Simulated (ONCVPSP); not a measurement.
## Before and after: ONCV potential for caesium

```json
{
  "Element": "Cs (Z = 55)",
  "Generator": "ONCVPSP 4.0.1",
  "Type": "optimised norm-conserving Vanderbilt (ONCV)",
  "Functional": "PBE",
  "Relativity": "scalar-relativistic",
  "Frozen core": "[Kr] 4d10",
  "Valence charge": "9",
  "Reference configuration": "5s2 5p6 6s1",
  "Partial waves": "5s+6s: rc 3.40 bohr, ncon 4, nbas 8, qcut 3.2 1/bohr, 2 projectors; 5p: rc 1.90 bohr, ncon 5, nbas 9, qcut 4 1/bohr, 2 projectors, debl 3.8 Ha; d scattering state at 0.28 Ha: rc 3.70 bohr, ncon 4, nbas 8, qcut 3 1/bohr, 3 projectors, debl 1.6 Ha",
  "Local potential": "polynomial inside 1.35 bohr (lpopt 4, dvloc0 3 Ha)",
  "Core correction": "Teter function, fcfact 4.5, rcfact 1.1"
}
```

In the d channel the program set the typed energies aside and used 0.050, 1.650, 3.250 Ha.

Change: p: rc 1.66.

Cutoffs: the cutoffs (Ha) at which the residual kinetic energy of the hardest occupied pseudo-wave falls to 1 and 0.1 mHa per electron; they do not see the model core or the augmentation charge, which bear on the density cutoff. Errors are all-electron minus pseudo energies relative to the spin-unpolarised reference configuration.

**Question.** What does the change do?

**Answer.** The potential gets neither clearly harder nor softer (19 Ha and 61 Ha → 18 Ha and 81 Ha); the errors of the 4 common tests hardly move; neither file shows a bound ghost.

```tsv
quantity	base	changed
cutoff, loose	19 Ha	18 Ha
cutoff, tight	61 Ha	81 Ha
loose cutoff by channel	s 2.2 Ha, p 19 Ha	s 2.2 Ha, p 18 Ha
bound ghosts	none	none
GHOST(+) flags under 300 eV	s at 31.8 eV, d at 282.2 eV	s at 31.8 eV, d at 282.2 eV
error for 5s2 5p6 6s0, meV [ΔE 3.86 eV]	-0.6	-0.6
error for 5s2 5p6 6s0.5, meV [ΔE 1.47 eV]	-0.1	-0.1
error for 5s2 5p6 6s0 6p1, meV [ΔE 1.37 eV]	+0.1	+0.2
error for 5s1 5p6 6s1, meV [ΔE 31.68 eV]	-351	-351
s: phases at 3.46 bohr within 0.05 rad from the reference energy up to (Ha; the scan ends near 5)	0.9	0.9
d: phases at 3.76 bohr within 0.05 rad from the reference energy up to (Ha; the scan ends near 5)	to the end of the scan	to the end of the scan
rms error of d²Exc/dni dnj with the model core, mHa	1.03	1.03
```
